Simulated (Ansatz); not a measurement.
The cluster Tl₃Cl₃⁺. Charge 1, multiplicity 2. Geometry PBE-D4/def2-SVP, basis def2-TZVP, Ansatz.

```xyz
6

Tl    0.979   -0.093    2.083
Tl   -3.432    2.504    0.321
Tl    0.132   -0.710   -2.188
Cl    1.012   -2.378    0.142
Cl    2.543   -0.244   -0.469
Cl   -1.234    0.922    0.111
```

| run | HOMO (eV) | LUMO (eV) |
| --- | --- | --- |
| A | -11.28 | -7.81 |
| B | -9.87 | -8.79 |
| C | -10.82 | -8.29 |
| D | -13.78 | -5.60 |
| E | -10.30 | -8.67 |

In the def2 sets Tl takes a core potential; there is no spin–orbit coupling. LC-ωPBE has ω = 0.4 bohr⁻¹. In the doublet, Cl4 and Cl5 lie 2.70 Å apart (atoms count from 1), so these atoms are partly bonded to each other. Another isomer (doublet) lies 0.15 eV lower at PBE0-D4/def2-TZVP; other spin states weren't run for this one.

HOMO and LUMO are taken over both spins.

Q: The runs used LC-ωPBE, PBE, PBE0, r2SCAN, r2SCANh. Estimate which is which.

A: A PBE0 (25 % exact exchange); B PBE (0 % exact exchange); C r2SCANh (10 % exact exchange); D LC-ωPBE (range-separated); E r2SCAN (0 % exact exchange). Exact exchange lowers occupied and raises empty levels; among semilocal functionals meta-GGAs tend to open the gap a little, and such runs are hard to tell apart. The gap grows from 1.08 eV (PBE) to 8.18 eV (LC-ωPBE).
